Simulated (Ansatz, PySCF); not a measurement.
This PySCF input computes a CCSD(T)/cc-pVDZ energy:

```python
from pyscf import gto, scf, mp, cc as ccmod

mol = gto.M(
    atom='''
    C    -0.00000000   -0.00000000   -0.62355895
    C     0.00000000    0.00000000    0.62355895
    ''',
    basis='cc-pvdz',
    charge=0,
    spin=0,
    verbose=4,
)

mf = scf.RHF(mol)
mf.conv_tol = 1e-10
mf.max_cycle = 100
mf.kernel()
mp2 = mp.MP2(mf, frozen=2).run()
cc = ccmod.CCSD(mf, frozen=2)
cc.max_cycle = 100
cc.kernel()
et = cc.ccsd_t()
print(f'E(CCSD(T)) = {cc.e_tot + et:.9f}')
```

Question: Write an input for the same energy in Ansatz (a program for electronic structure) and say what it gives.

Answer: 
Ansatz 0.2 input:
```yaml
crystal:
  periodic: [false, false, false]
  atoms:
    - {symbol: C, position_ang: [-0.00000000, -0.00000000, -0.62355895]}
    - {symbol: C, position_ang: [0.00000000, 0.00000000, 0.62355895]}
basis:
  gaussian:
    orbitals: cc-pVDZ
magnetization: {spin_polarized: false}
correlation: {method: ccsd_t, electrons: outside_noble_gas}
```
It gives -75.72704 Eh, and PySCF -75.72704 Eh, a difference of 0.00 mEh.

This is an excited singlet: at this geometry the triplet lies 0.96 eV lower at wB97M-V/def2-TZVPD.
